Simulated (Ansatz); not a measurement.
B₇P₇, relaxed as a singlet with RKS PBE-D4/def2-SVP in Ansatz, starting from the GFN2-xTB geometry. Force threshold 0.03 eV/Å.

Start:

```csv
atom,x (Å),y (Å),z (Å)
B1,-0.919,-1.487,0.910
P2,-1.918,-0.426,1.934
B3,1.479,-0.911,-0.182
P4,0.517,-2.525,0.179
B5,-1.280,-1.510,-0.776
B6,-1.736,-0.162,0.070
P7,-0.691,-2.832,-1.744
B8,1.553,1.217,0.683
P9,2.974,0.075,0.369
P10,0.621,2.375,1.737
B11,-0.152,2.291,0.105
P12,-1.765,1.611,-0.732
B13,1.145,0.493,-0.805
P14,0.173,1.792,-1.748
```

Estimate the energy that the relaxation releases and the steps that it takes.

266.9 kJ/mol, in 23 steps; 48 s on 2 threads of AMD EPYC 7R13 on a shared host and a share (18 GiB) of an NVIDIA H100 80GB HBM3. No frequencies were taken in this run, so the end may be a saddle point.

Does the start keep its bonding and symmetry?

Bonds formed: B3–B5, B3–P7, B5–B13, B11–B13 (atoms count from 1).

Predict the relaxed structure.


| atom | x (Å) | y (Å) | z (Å) |
| --- | --- | --- | --- |
| B1 | -1.256 | -1.400 | 1.027 |
| P2 | -2.805 | -0.703 | 1.601 |
| B3 | 1.327 | -1.229 | -0.512 |
| P4 | 0.429 | -2.328 | 0.880 |
| B5 | -0.363 | -0.894 | -0.443 |
| B6 | -1.777 | -0.014 | 0.187 |
| P7 | 0.178 | -2.543 | -1.389 |
| B8 | 1.707 | 1.082 | 0.572 |
| P9 | 2.736 | 0.100 | -0.694 |
| P10 | 0.804 | 1.979 | 1.852 |
| B11 | 0.087 | 1.862 | 0.136 |
| P12 | -1.833 | 1.819 | -0.471 |
| B13 | 0.810 | 0.413 | -0.931 |
| P14 | -0.046 | 1.856 | -1.815 |
Bond lengths: 16 × B–P 1.79 to 2.11 Å; 9 × B–B 1.70 to 1.94 Å; 2 × P–P 2.24 to 2.29 Å.
